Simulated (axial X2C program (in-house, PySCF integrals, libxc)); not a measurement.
**ZnN: properties at the nuclei**

Computed with an in-house all-electron X2C program for linear molecules (integrals from PySCF): two-component X2C with atomic mean-field Coulomb and Gaunt terms, Gaussian nuclei, basis Zn dyall-cv3z, N dyall-av3z with contracted cores.

R = 2.030 Å (near the PBE0 minimum at charge 0 of the determinant lowest at the starting distance; the state shown can have its own minimum elsewhere).

Determinant lowest in the PBE0 search, Ω = 3/2 (⟨Sz⟩ = 1.50, ⟨Lz⟩ = 0.00 at PBE0), spin on the atoms Zn 0.29, N 1.21:

| level | Eeff magnitude (GV/cm) | Ws magnitude Zn (kHz) | A∥/gI Zn (MHz) | qzz Zn (a.u.) | A∥/gI N (MHz) | qzz N (a.u.) | μ (D) |
| --- | --- | --- | --- | --- | --- | --- | --- |
| PBE0 | 2 | 0.58 | 484 | -1.25 | -32.3 | -0.66 | -1.34 |
| HF | 2.46 | 0.708 | 255 | -1.59 | 16.7 | -0.51 | -1.29 |
| PBE | 1.77 | 0.517 | 513 | -1.07 | -37.7 | -0.69 | -1.20 |
| BHandHLYP | 2.14 | 0.615 | 450 | -1.30 | -3.62 | -0.62 | -1.38 |
| LDA | 1.73 | 0.504 | 502 | -1.01 | -44 | -0.64 | -1.07 |

Eeff is the effective electric field on the electron electric dipole moment in this Ω state and Ws the scalar–pseudoscalar constant of the nucleus named (defined with the proton number Z and per Ω); A∥ (defined per Ω) follows by multiplying with gI = μI/(I μN); qzz is the electric field gradient, eQq0 = 234.96 MHz × Q/barn × qzz; μ is positive if the N end (last atom) is positive. The operators were transformed with the bare-nucleus X2C matrices; with these basis sets, hyperfine constants and field gradients can be off by tens of per cent, and where levels differ in sign neither size nor sign is settled.

(1) With Q(67Zn) = 0.122 barn, Q(14N) = 0.02044 barn (Q from Pyykkö, Mol. Phys. 2018), turn the PBE0 values of the first state into constants in MHz.

Each state is one determinant with collinear spin, which with several unpaired electrons need not be a pure state. Unrestricted Hartree–Fock can overshoot spin polarisation at the nuclei. This is the top spin component of a Σ state; components of lower Ω are not single determinants and can lie lower. With several open shells hyperfine constants can be off by a factor of several. States lie within half an eV, so the first need not be the ground state. Further determinants of the search, some of them spin-mixed, are not shown. Where a field gradient or hyperfine factor spreads by more than a factor of two over the levels, a constant derived from it is not to be relied on.

Answers

(1) eQq0(67Zn) = 234.96 × (0.122) × (-1.25) = -35.8 MHz; eQq0(14N) = 234.96 × (0.02044) × (-0.66) = -3.17 MHz.
